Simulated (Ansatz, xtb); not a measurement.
**C5H6BrFO: which of two isomers lies lower**

We compare X, `O=C1CC[C@@H](Br)[C@H]1F`, a singlet, with Y, `F[C@@H]1CCC=C(Br)O1`, a singlet. Both are isolated molecules in the gas phase, relaxed with r2SCAN-D4/def2-SVP; the shapes shown needn't be the lowest conformers.

X (Å):

```xyz
14

C     0.1037   -1.5052   -0.1171
C    -0.6659   -0.6559   -1.1253
C    -1.6615    0.1635   -0.2902
C    -0.9689    0.2559    1.0736
C    -0.4103   -1.1337    1.2991
Br   -2.1367    0.8719    2.5076
F    -1.4431   -2.0223    1.5543
O     0.9498   -2.3265   -0.3524
H     0.0736   -0.0186   -1.6434
H    -1.1253   -1.2900   -1.8997
H    -1.8953    1.1521   -0.7091
H    -2.6056   -0.3889   -0.1659
H    -0.1307    0.9718    1.0434
H     0.3521   -1.2275    2.0873
```

Y (Å):

```csv
atom,x (Å),y (Å),z (Å)
C,-2.1839,-0.4719,1.5904
C,-1.8042,-1.2090,0.3240
C,-0.5786,-2.0791,0.5926
C,0.4558,-1.2876,1.3418
C,0.1062,-0.1634,1.9846
Br,1.3337,0.9160,2.9266
F,-2.4730,-1.3946,2.5707
O,-1.1464,0.3604,2.0526
H,-3.0551,0.1925,1.4805
H,-2.6654,-1.8045,-0.0149
H,-1.5863,-0.4564,-0.4523
H,-0.8718,-2.9715,1.1771
H,-0.1618,-2.4530,-0.3571
H,1.4928,-1.6243,1.3864
```

Energies in hartree; the thermal terms are from GFN2-xTB frequencies at re-optimised GFN2-xTB minima (ideal gas, soft modes damped towards free rotors, one conformer each, 298.15 K, 1 atm) and include the zero-point energy:

|  | X | Y |
| --- | --- | --- |
| E, CCSD(T)/def2-SVP | −2940.293635 | −2940.282103 |
| E, MP2/def2-SVP | −2940.206634 | −2940.194182 |
| E, MP2/def2-TZVPP | −2941.255001 | −2941.243872 |
| zero-point energy | 0.100853 | 0.101315 |
| H(298 K) − E | 0.109607 | 0.109766 |
| G(298 K) − E | 0.066901 | 0.067947 |

Q: Correct the CCSD(T) difference for the basis set by the MP2 change, then work out ΔE, ΔE₀, ΔH and ΔG for X → Y in kJ/mol (1 Eh = 2625.50 kJ/mol) and the equilibrium ratio [Y]/[X].

A: 1. Differences Y − X: CCSD(T) +0.011532, MP2 in the small set +0.012452, MP2 in the large set +0.011129 Eh.
2. ΔE = +0.011532 + (+0.011129 − (+0.012452)) = +0.010209 Eh = +26.80 kJ/mol.
3. ΔE₀ = ΔE + ΔZPE = +0.010209 + (+0.000462) Eh = +28.02 kJ/mol.
4. ΔH = ΔE + (+0.000159) Eh = +27.22 kJ/mol.
5. ΔG = ΔE + (+0.001046) Eh = +29.55 kJ/mol, so ΔS = (ΔH − ΔG)/T = −7.8 J/(mol K).
6. kT = 0.9442 mEh, so K = [Y]/[X] = exp(−ΔG/kT) = exp(−11.92) ≈ 6.7 × 10^−6.

Structure X is favoured at this temperature. An error of 4 kJ/mol in ΔG would change K by a factor of 5. GFN2-xTB gave ΔE the other sign. Mirror images and further conformers aren't counted.

As drawn, Y has 1 C=C, 2 C–O in place of 1 C=O, 2 C–C. Structure X has a 5-membered ring, Y a 6-membered ring.

Other levels gave ΔE = −22.0 (GFN2-xTB); +6.7 (HF/STO-3G, GFN2-xTB geometries); +19.7 (r2SCAN-D4/def2-SVP//GFN2-xTB); +19.5 (r2SCAN-D4/def2-SVP); +30.3 (HF/def2-SVP); +32.7 (MP2/def2-SVP); +30.3 (CCSD(T)/def2-SVP) kJ/mol. The correlated steps freeze 16 core orbitals; the filled d shell of Br is correlated, in a basis made for valence electrons. Programs: Ansatz 0.2.0, xtb 6.7.1.
